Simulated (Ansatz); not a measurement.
Saddle point of ZrH$_{3}$Cl$_{3}$O, closed shell (ZrHCl₃O ([OH][Zr]([Cl])([Cl])[Cl]) + H₂ → ZrHCl₃ ([Cl][ZrH]([Cl])[Cl]) + H₂O (still joined by a long Zr–O bond); bonds formed: Zr1–H7, O2–H6; bonds broken: H6–H7; bonds weakened to dative contacts: Zr1–O2), PBE0-D4/def2-TZVP structure:

Zr1  (-0.309, 0.188, -0.573)
O2  (1.219, -0.150, 0.883)
Cl3  (0.328, -1.738, -1.738)
Cl4  (-2.631, 0.100, -0.843)
Cl5  (0.386, 2.156, -1.584)
H6  (0.174, 0.061, 1.442)
H7  (-0.824, 0.372, 1.357)
H8  (1.657, -0.988, 1.056)
(Å)

Energies are electronic, without zero-point energy. Barriers and step energies count from the start structure reached by relaxing down the imaginary mode; all methods use the PBE0-D4 structures, on which another method's saddle can fall below an end. Computed with Ansatz 0.2.0 (basis: def2-TZVPP, with def2-QZVPP for the basis limit); correlated methods freeze the cores. Core potentials replace the inner electrons of the atoms past krypton. B3LYP uses VWN-RPA correlation. Extrapolation: Hartree–Fock as exp(−7.88 √X), correlation as X^−2.97.

```csv
method,barrier (kcal/mol),step energy (kcal/mol)
SPW92,21.60,18.80
PBE-D4,30.37,24.02
BLYP-D4,34.41,26.01
r2SCAN-D4,32.21,23.94
B97M-V,33.30,20.44
PBE0-D4,32.15,21.95
B3LYP-D4,?,24.11
r2SCAN0-D4,33.40,21.95
BHLYP-D4,37.49,21.71
CAM-B3LYP-D4,35.43,23.22
wB97X-V,36.00,23.04
wB97M-V,?,22.00
B2PLYP,36.22,24.58
PBE-QIDH,33.97,21.93
RPA on PBE,34.56,21.56
HF,46.05,21.71
MP2,?,24.39
CCSD,36.59,21.03
CCSD(T),35.17,21.94
```

Problem. Fill in the withheld barriers. (Judge from chemistry; the value comes from the calculation.)

Solution. The calculation gives: wB97M-V 35.44; B3LYP-D4 35.36; MP2 35.51 kcal/mol. Each is the energy of the saddle less that of the start structure, by the same method.

For comparison, the barrier by CCSD(T) at an estimated basis limit (MP2 extrapolated from triple and quadruple zeta, plus CCSD(T) − MP2 in triple zeta) is 35.87 kcal/mol.

No T1 diagnostic of these runs exceeds 0.017.

Labels in which every atom is bracketed show which atoms are joined, not bond orders.

For scale, one of the runs: CCSD(T)/def2-TZVPP, 255 basis functions, launched by `ansatz run in.yaml --threads 8 --pin off --events-out ev --progress --plain --max-ram 19148MiB`. Hardware: 8 CPU threads of an Arm Neoverse V1, shared host. Wall time 3.3 min; peak host memory 6 GiB.
